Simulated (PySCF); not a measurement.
Isomers of C7H8F3P.

All values: PBE0/pcSseg-1 (PySCF) at GFN2-xTB geometries, gas phase, one conformer each.

**Question.** Rank by the highest Hirshfeld charge on any atom, lowest value first.
A. `[CH:1]#[C:2][CH2:3][P:4]([CH2:5][CH3:6])[C:7]([F:8])=[C:9]([F:10])[F:11]` with C2–C3–P4–C5 63°, C3–P4–C5–C6 44°, C3–P4–C7–F8 10°
B. `[CH3:1][CH2:2][p:3]1[cH:4][cH:5][c:6]([C:7]([F:8])([F:9])[F:10])[cH:11]1` with C1–C2–P3–C4 -48°
C. `[CH2:1]=[CH:2][C:3]1=[CH:4][CH2:5][P:6]([C:7]([F:8])([F:9])[F:10])[CH2:11]1` with C1–C2–C3–C4 177°, C3–C4–C5–P6 -9°, C4–C5–P6–C7 -84°, C5–P6–C11–C3 -11°, C2–C3–C11–P6 -172°

**Answer.** A (+0.159 e), C (+0.207 e), B (+0.257 e).

**Question.** Rank by the lowest IAO charge on any atom, highest value first.
A. `[CH:1]#[C:2][CH2:3][P:4]([CH2:5][CH3:6])[C:7]([F:8])=[C:9]([F:10])[F:11]` with C2–C3–P4–C5 63°, C3–P4–C5–C6 44°, C3–P4–C7–F8 10°
B. `[F:1][C:2]([F:3])([F:4])[CH2:5][P:6]1[CH:7]=[CH:8][CH2:9][CH:10]=[CH:11]1` with C2–C5–P6–C7 173°, C5–P6–C7–C8 134°, C7–C8–C9–C10 -34°, C8–C9–C10–C11 34°, C5–P6–C11–C10 -132°
C. `[CH3:1][CH:2]1[CH:3]=[CH:4][P:5]([C:6]([F:7])([F:8])[F:9])[CH:10]=[CH:11]1` with C1–C2–C3–C4 -83°, C3–C4–P5–C6 -130°, C4–P5–C10–C11 34°, C1–C2–C11–C10 83°

**Answer.** C (-0.405 e), A (-0.452 e), B (-0.487 e).

**Question.** Rank by HOMO–LUMO gap, lowest first.
A. `[CH2:1]=[CH:2][C:3]1=[CH:4][CH2:5][P:6]([C:7]([F:8])([F:9])[F:10])[CH2:11]1` with C1–C2–C3–C4 177°, C3–C4–C5–P6 -9°, C4–C5–P6–C7 -84°, C5–P6–C11–C3 -11°, C2–C3–C11–P6 -172°
B. `[CH2:1]=[CH:2][C:3]1=[CH:4][P:5]1[CH2:6][CH2:7][C:8]([F:9])([F:10])[F:11]` with C1–C2–C3–C4 178°, C4–P5–C6–C7 -107°, P5–C6–C7–C8 65°
C. `[CH3:1][CH2:2][p:3]1[cH:4][cH:5][c:6]([C:7]([F:8])([F:9])[F:10])[cH:11]1` with C1–C2–P3–C4 -48°
D. `[CH3:1][CH:2]1[CH:3]=[CH:4][P:5]([C:6]([F:7])([F:8])[F:9])[CH:10]=[CH:11]1` with C1–C2–C3–C4 -83°, C3–C4–P5–C6 -130°, C4–P5–C10–C11 34°, C1–C2–C11–C10 83°
E. `[CH:1]#[C:2][P:3]([CH2:4][C:5]([F:6])([F:7])[F:8])[CH:9]1[CH2:10][CH2:11]1` with C2–P3–C4–C5 -171°, C2–P3–C9–C10 -163°
F. `[CH:1]#[C:2][CH2:3][P:4]([CH2:5][CH3:6])[C:7]([F:8])=[C:9]([F:10])[F:11]` with C2–C3–P4–C5 63°, C3–P4–C5–C6 44°, C3–P4–C7–F8 10°

**Answer.** B (5.08 eV), C (5.45 eV), A (5.85 eV), D (6.49 eV), F (6.65 eV), E (7.06 eV).

All values together:

```tsv
SMILES	μ (D)	HOMO (eV)	LUMO (eV)	lowest IAO charge (e)	highest IAO charge (e)	lowest Hirshfeld charge (e)	highest Hirshfeld charge (e)
C#CP(CC(F)(F)F)C1CC1	2.37	-7.26	-0.20	-0.487 (C)	+0.807 (C)	-0.138 (C)	+0.258 (C)
CCp1ccc(C(F)(F)F)c1	3.39	-7.26	-1.81	-0.416 (C)	+0.803 (C)	-0.121 (C)	+0.257 (C)
C=CC1=CCP(C(F)(F)F)C1	2.55	-6.84	-0.99	-0.454 (C)	+0.623 (C)	-0.118 (C)	+0.207 (C)
FC(F)(F)CP1C=CCC=C1	3.45	-6.66	-0.27	-0.487 (C)	+0.809 (C)	-0.140 (C)	+0.253 (C)
C=CC1=CP1CCC(F)(F)F	2.77	-6.52	-1.44	-0.453 (C)	+0.806 (C)	-0.133 (C)	+0.260 (C)
C#CCP(CC)C(F)=C(F)F	1.73	-6.82	-0.16	-0.452 (C)	+0.524 (P)	-0.122 (C)	+0.159 (P)
CC1C=CP(C(F)(F)F)C=C1	3.23	-7.04	-0.54	-0.405 (C)	+0.630 (C)	-0.115 (C)	+0.209 (C)
```

Conformers: `[CH:1]#[C:2][P:3]([CH2:4][C:5]([F:6])([F:7])[F:8])[CH:9]1[CH2:10][CH2:11]1` with C2–P3–C4–C5 -171°, C2–P3–C9–C10 -163°; `[CH3:1][CH2:2][p:3]1[cH:4][cH:5][c:6]([C:7]([F:8])([F:9])[F:10])[cH:11]1` with C1–C2–P3–C4 -48°; `[CH2:1]=[CH:2][C:3]1=[CH:4][CH2:5][P:6]([C:7]([F:8])([F:9])[F:10])[CH2:11]1` with C1–C2–C3–C4 177°, C3–C4–C5–P6 -9°, C4–C5–P6–C7 -84°, C5–P6–C11–C3 -11°, C2–C3–C11–P6 -172°; `[F:1][C:2]([F:3])([F:4])[CH2:5][P:6]1[CH:7]=[CH:8][CH2:9][CH:10]=[CH:11]1` with C2–C5–P6–C7 173°, C5–P6–C7–C8 134°, C7–C8–C9–C10 -34°, C8–C9–C10–C11 34°, C5–P6–C11–C10 -132°; `[CH2:1]=[CH:2][C:3]1=[CH:4][P:5]1[CH2:6][CH2:7][C:8]([F:9])([F:10])[F:11]` with C1–C2–C3–C4 178°, C4–P5–C6–C7 -107°, P5–C6–C7–C8 65°; `[CH:1]#[C:2][CH2:3][P:4]([CH2:5][CH3:6])[C:7]([F:8])=[C:9]([F:10])[F:11]` with C2–C3–P4–C5 63°, C3–P4–C5–C6 44°, C3–P4–C7–F8 10°; `[CH3:1][CH:2]1[CH:3]=[CH:4][P:5]([C:6]([F:7])([F:8])[F:9])[CH:10]=[CH:11]1` with C1–C2–C3–C4 -83°, C3–C4–P5–C6 -130°, C4–P5–C10–C11 34°, C1–C2–C11–C10 83°.
